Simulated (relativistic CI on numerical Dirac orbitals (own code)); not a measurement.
## Crystal-field levels of Cu²⁺, 3d9

Calculated by Dirac-Coulomb-Breit CI, KLI orbitals optimised for each configuration, a model potential for QED, one configuration in a parametric crystal field, unscaled Slater integrals (own radial code).

Field parameters in Wybourne normalisation: D4h B²₀ = −7Ds, B⁴₀ = 21(Dq − Dt), B⁴₄ = 21√(5/14) Dq. The field is a parameter set, without covalency.

S is read from ⟨S²⟩ = S(S + 1).

Levels (cm⁻¹, degeneracy): 0 (2), 2449 (2), 16916 (2), 17937 (2), 19156 (2).

Which field gives this pattern?
A. D4h, 10Dq = 18900, Ds = -1500, Dt = 380 cm⁻¹
B. D4h, 10Dq = 18900, Ds = 140, Dt = 380 cm⁻¹
C. D4h, 10Dq = 18900, Ds = 550, Dt = 380 cm⁻¹
D. D4h, 10Dq = 18900, Ds = 3000, Dt = 380 cm⁻¹

B. D4h, 10Dq = 18900, Ds = 140, Dt = 380 cm⁻¹, ground level with S = 0.50.
